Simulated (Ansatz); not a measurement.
C2H2FNSe (`FC1=NC[Se]1`). Total charge 0; spin multiplicity 1.

Cartesian coordinates in Å:
```
F 0.401 -2.368 -0.313
C 0.126 -1.101 -0.158
N 0.945 -0.198 0.170
C 0.002 0.908 0.153
Se -1.546 -0.247 -0.374
H 0.224 1.650 -0.611
H -0.152 1.356 1.133
```

(1) What are the harmonic wavenumbers in cm⁻¹ at PBE0-D4/def2-TZVP (Ansatz, finite differences of forces, unscaled)? (An estimate is asked.)

(2) Is this a minimum?

(3) Give the ideal-gas thermochemistry at 298.15 K and 1 bar (rigid rotor, harmonic oscillator; point group Cs, symmetry number 1).

(4) And at 400, 500, 600, 800 and 1000 K?

Results:

(1) The calculation gave: 279, 315, 457, 559, 669, 728, 853, 1061, 1121, 1141, 1283, 1453, 1729, 3111, 3188.

(2) Yes, all 15 modes are real.

(3) Zero-point energy 107.3 kJ/mol; H(298) − E = 121.7 kJ/mol; entropy 303.2 J/(mol·K), of which translation 170.3, rotation 111.2, vibration 21.7; G(298) − E = 31.3 kJ/mol.

(4) 
| T (K) | H − E (kJ/mol) | S (J/mol/K) | G − E (kJ/mol) |
| --- | --- | --- | --- |
| 400 | 129.7 | 326.4 | -0.8 |
| 500 | 139.0 | 347.0 | -34.5 |
| 600 | 149.3 | 365.8 | -70.2 |
| 800 | 172.2 | 398.7 | -146.7 |
| 1000 | 197.3 | 426.6 | -229.3 |
